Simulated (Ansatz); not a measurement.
Problem. Predict a relaxed structure of the cluster Mg3O2⁺, charge 1, doublet, at PBE-D4/def2-SVP (Ansatz).

Solution. 
```xyz
5

Mg   -0.496   -1.263   -0.571
Mg   -1.170    0.963    2.210
Mg    1.114    0.755   -0.597
O     0.897   -0.738   -1.695
O    -0.345    0.284    0.653
```
Point group C2v (tolerance 0.1 Å). This is one stationary point.

The structure comes from a short search, and lower isomers may exist.
